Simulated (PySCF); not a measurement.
Se(SMe)(SiH3) (CH6SSeSi), SMILES CS[Se][SiH3]. Atoms are numbered in the order given.

```xyz
10

Se    -0.0743    -0.1569     0.9351
S      1.3297     0.6508    -0.6282
C      1.7098    -0.8554    -1.5880
H      2.2112    -1.6069    -0.9630
H      2.3927    -0.5340    -2.3902
H      0.8009    -1.2803    -2.0366
Si    -1.9525     0.1937    -0.3551
H     -1.8182    -0.5332    -1.6484
H     -2.1485     1.6450    -0.6156
H     -3.1120    -0.3500     0.4110
```
Charge 0, spin multiplicity 1.

Geometry: B3LYP-D3(BJ)/def2-SVP. This is a generated structure with no PubChem entry under its InChIKey; it may be hypothetical. The values are those of a single conformer.

Computed with PBE/def2-TZVP run with PySCF.

```
Item                                                                                                             Value
---------------------------------------------------------------------------------------------  -----------------------
total energy                                                                                       -3130.27314 hartree
highest occupied level                                                                                        -5.64 eV
lowest empty level                                                                                            -2.39 eV
orbital gap                                                                                                    3.25 eV
dipole moment                                                                                                   1.56 D
quadrupole, principal values (traceless, Buckingham form, about the centre of nuclear charge)   -4.23, -1.87, 6.10 D·Å
mean static polarisability                                                                       90.3 bohr³ (13.38 Å³)
polarisability, principal values                                                               73.5, 83.0, 114.3 bohr³
```
